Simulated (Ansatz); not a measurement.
The cluster MgSi₃: single points at one geometry.

```yaml
crystal:
  periodic: [false, false, false]
  atoms:
    - {symbol: Mg, position_ang: [-1.541492, 0.710258, -1.238867]}
    - {symbol: Si, position_ang: [-0.060800, 1.030719, 0.833628]}
    - {symbol: Si, position_ang: [0.205261, -1.097260, -0.717484]}
    - {symbol: Si, position_ang: [1.397031, -0.643716, 1.122723]}
basis:
  gaussian: {orbitals: def2-TZVPD, initial_orbitals: start.molden}
hamiltonian: {xc: r2scan, dispersion: d4}
scf: {omitted_lower_state_checks: [starts]}
output: {orbitals: {seedname: orbitals}}
```

The file start.molden holds the orbitals of an earlier run on this structure, at another level or in another basis.

```sh
$ ansatz run in.yaml --threads 4 --pin off --events-out ev --progress --plain --max-ram 3916MiB
```

Shortened log:

```
Functional definition: r2SCAN
1133 factors; their error is unknown
mean field evaluation 1: about -29072.8488 eV, gradient 8.5e0 eV
mean field evaluation 2: about -29072.9001 eV, gradient 1.1e-1 eV
mean field evaluation 4: about -29072.8807 eV, gradient 5.5e-4 eV
mean field -29072.88074033 eV, -1068.4086609006 hartree, gradient 1.9e-5 eV, S^2 0.000000; 0 other end points of the search recorded, 0 dependent functions left out
reference -29072.88075210 eV, -1068.4086613335 hartree; 27, 27 occupied and 137, 137 virtual orbitals, 1133 factors
Total energy: -29072.91898178 eV, -1068.4100662482 hartree
Checks for a lower state left out: starts
```

It took 3.9 s on 4 threads of Arm Neoverse V1 on a shared host.

As the first input, with `gaussian: {orbitals: def2-TZVP, initial_orbitals: start.molden}`, `hamiltonian: {xc: {name: CAM-B3LYP}, dispersion: d4}` (abridged; 2 s):

```
Functional definition: CAM-B3LYP
mean field -29075.25789361 eV, -1068.4960196726 hartree, gradient 1.5e-5 eV, S^2 0.000000
Total energy: -29075.44693374 eV, -1068.5029667691 hartree
Checks for a lower state left out: starts
```

The first input with `gaussian: {orbitals: def2-TZVP, initial_orbitals: start.molden}` (abridged; 3.2 s):

```
Functional definition: r2SCAN
mean field -29072.86805926 eV, -1068.4081948802 hartree, gradient 1.4e-5 eV, S^2 0.000000
Total energy: -29072.90629925 eV, -1068.4096001737 hartree
Checks for a lower state left out: starts
```

Geometry: r2SCAN-D4/def2-TZVP.

The structure comes from a short search, and lower isomers may exist.
